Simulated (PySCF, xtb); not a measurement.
Hf(OMe)(H)3 (CH₆HfO), SMILES C[O][HfH3], multiplicity 1.

Harmonic wavenumbers (cm⁻¹) from GFN2-xTB in xtb at its own minimum, in rising order: 56, 90, 123, 367, 440, 451, 585, 626, 645, 1082, 1129, 1145, 1259, 1284, 1355, 1412, 1460, 1496, 2698, 2840, 2868.

Question: What does PBE-D3(BJ)/def2-SVP (PySCF 2.14.0) give at its own minimum? (The exact figures need the calculation; the answer reports its results.)

Answer: 49, 117, 117, 386, 386, 457, 590, 658, 658, 1131, 1131, 1199, 1415, 1415, 1418, 1650, 1650, 1696, 2945, 3038, 3038. Paired by order, the mean absolute difference is 89 cm⁻¹ and the zero-point energies are 33.5 and 35.9 kcal/mol.
